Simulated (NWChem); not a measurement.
SnPH5; SMILES [PH2][SnH3]

Computed with NWChem. The level has its own optimisation; frequencies are unscaled.

Question: What does the run give for B3LYP/3-21G (all-electron, non-relativistic)? Quantities: r P–Sn (Å); r H–P (Å); highest harmonic frequency (cm⁻¹); lowest (cm⁻¹); zero-point energy (kcal/mol).

Answer: 
| Property | Result |
|---|---|
| r P–Sn (Å) | 2.604 |
| r H–P (Å) | 1.446 |
| highest harmonic frequency (cm⁻¹) | 2256 |
| lowest (cm⁻¹) | 102 |
| zero-point energy (kcal/mol) | 22.7 |
